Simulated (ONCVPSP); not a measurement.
## La (Z = 57): one change to an ONCV potential, before and after

ONCVPSP 4.0.1 input, shortened (lines: element, Z, core and valence counts, functional; n l f; lmax; l rc ep ncon nbas qcut; lloc lpopt rc5 dvloc0; l nproj debl; icmod fcfact rcfact), PBE, scalar-relativistic:

```
  La 57.00    9    4        4      upf
    1    0    2.00
    2    0    2.00
    2    1    6.00
    3    0    2.00
    3    1    6.00
    3    2   10.00
    4    0    2.00
    4    1    6.00
    4    2   10.00
    5    0    2.00
    5    1    6.00
    5    2    1.00
    6    0    2.00
    3
    0    2.75    0.00    5    9    5.80
    1    1.95    0.00    4    7    3.90
    2    4.00    0.00    5    9    4.50
    3    4.10    0.44    4    7    3.10
    4    5    1.30    0.00
    0    2    2.40
    1    2    3.90
    2    1    2.20
    3    1    0.90
    3    5.50    1.00
```

In the f channel the program set the typed energies aside and used -0.160 Ha.

All-electron outer shells of the reference configuration (PBE, scalar-relativistic, ld1.x):

```json
{"shell": "5s", "level (eV)": "-38.92", "outermost node (bohr)": "0.77", "outermost maximum (bohr)": "1.41"}
{"shell": "5p", "level (eV)": "-22.40", "outermost node (bohr)": "0.83", "outermost maximum (bohr)": "1.58"}
{"shell": "6s", "level (eV)": "-3.68", "outermost node (bohr)": "1.86", "outermost maximum (bohr)": "3.84"}
{"shell": "5d", "level (eV)": "-3.09", "outermost node (bohr)": "0.95", "outermost maximum (bohr)": "2.21"}
```

Change: all radii but the core radius scaled by about 1.30 (s 3.58, p 2.54, d 5.22, f 5.34 bohr); local potential polynomial inside 1.70 bohr (lpopt 5, dvloc0 0 Ha).

Cutoffs: the cutoffs (Ha) at which the residual kinetic energy of the hardest occupied pseudo-wave falls to 1 and 0.1 mHa per electron; they do not see the model core or the augmentation charge, which bear on the density cutoff. Errors are all-electron minus pseudo energies relative to the spin-unpolarised reference configuration.

Q: Predict the effect on cutoff, ghosts and configuration errors.

A: The potential gets softer (29 Ha and 38 Ha → 6.9 Ha and 8.8 Ha); the bound ghost in s disappears; the lowest positive-energy flag moves from p at 135.5 eV to s at 41.6 eV; of the 4 tests that both files solve, the error grows in 4 and shrinks in 0 by more than 15 % and 0.3 meV (median size 8.9 → 46.4 meV). A larger radius leaves more room for a smooth pseudo-wave, so fewer plane waves are needed. More of the atom is replaced by a form fitted at one configuration, so other configurations suffer.

| quantity | base | changed |
| --- | --- | --- |
| cutoff, loose | 29 Ha | 6.9 Ha |
| cutoff, tight | 38 Ha | 8.8 Ha |
| loose cutoff by channel | s 10 Ha, p 29 Ha, d 5.4 Ha | s 6.9 Ha, p 4.8 Ha, d 4.5 Ha |
| bound ghosts | s | none |
| GHOST(+) flags under 300 eV | p at 135.5 eV | s at 41.6 eV, p at 146.9 eV |
| error for 5s2 5p6 5d1 6s1, meV [ΔE 5.97 eV] | -1.4 | -3.2 |
| error for 5s2 5p6 5d1 6s0, meV [ΔE 16.85 eV] | -5.6 | -21 |
| error for 5s2 5p6 5d0 6s0, meV [ΔE 35.80 eV] | +12 | +112 |
| error for 5s2 5p5 5d1 6s2, meV [ΔE 26.97 eV] | -20 | -72 |
| rms error of d²Exc/dni dnj with the model core, mHa | 1.17 | 0.88 |

Changed file: The cutoffs count occupied waves only; projector 2 of the p channel, the hardest unoccupied one, needs 18 Ha at the loose tolerance. A true bound ghost makes a file unfit for plane-wave use even where its test errors are small: the radial tests pick states by their node count and pass the ghost by.
